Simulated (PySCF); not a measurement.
**How far are cheaper levels from CCSD(T)/CBS for PbBr?**

PySCF; the state is a doublet (π ↑). The composite is CCSD(T) extrapolated to the basis-set limit from two correlation-consistent sets, with core-valence (CV) and scalar-relativistic (SR) terms as its label shows; it has no spin–orbit coupling and nothing beyond (T). Here it is CCSD(T)/CBS(DT). It gives Re = 2.603 Å, ωe = 215 cm⁻¹ and De = 3.33 eV to Pb + Br.

```csv
level,basis,relativity,Re (Å),ωe (cm⁻¹),De (eV)
UHF,def2-TZVPP,scalar-relativistic core potentials,2.644,204,2.18
UHF-SCS-MP2,def2-SVP,scalar-relativistic core potentials,2.649,214,2.95
UHF-CCSD,def2-SVP,scalar-relativistic core potentials,2.650,213,2.85
UHF-CCSD,def2-TZVPP,scalar-relativistic core potentials,2.614,213,3.14
PBE,def2-SVP,scalar-relativistic core potentials,2.651,208,3.57
BLYP,def2-TZVPP,scalar-relativistic core potentials,2.665,196,3.47
PBE0,cc-pVTZ-PP,scalar-relativistic core potentials,2.610,213,3.40
PBE0,def2-TZVPP,scalar-relativistic core potentials,2.607,212,3.45
BHandHLYP,def2-TZVPP,scalar-relativistic core potentials,2.620,210,3.22
B2PLYP,def2-SVP,scalar-relativistic core potentials,2.647,212,3.24
```

Q: Give the difference of each row from the composite.

A: 

| level | basis | ΔRe (pm) | Δωe (%) | ΔDe (eV) |
| --- | --- | --- | --- | --- |
| UHF | def2-TZVPP | +4.1 | -5.1 | -1.15 |
| UHF-SCS-MP2 | def2-SVP | +4.6 | -0.5 | -0.38 |
| UHF-CCSD | def2-SVP | +4.7 | -0.9 | -0.48 |
| UHF-CCSD | def2-TZVPP | +1.1 | -0.9 | -0.19 |
| PBE | def2-SVP | +4.8 | -3.3 | +0.24 |
| BLYP | def2-TZVPP | +6.2 | -8.8 | +0.14 |
| PBE0 | cc-pVTZ-PP | +0.7 | -0.9 | +0.07 |
| PBE0 | def2-TZVPP | +0.4 | -1.4 | +0.12 |
| BHandHLYP | def2-TZVPP | +1.7 | -2.3 | -0.11 |
| B2PLYP | def2-SVP | +4.4 | -1.4 | -0.09 |

Q: Which rows come closest in De?

A: PBE0 in cc-pVTZ-PP (+0.07 eV), counted from the composite.

Correlated steps freeze 13 core orbitals. Correlated levels converge slowly with the basis: in double zeta they bind strong bonds too weakly, by up to about 1 eV, and carry superposition errors of some tenths. Spin–orbit coupling is left out, which matters for elements this heavy, above all for dissociation energies. B2PLYP dipoles, levels and charges come from its SCF part alone. The state was picked by a PBE0 search and need not be the measured ground state.
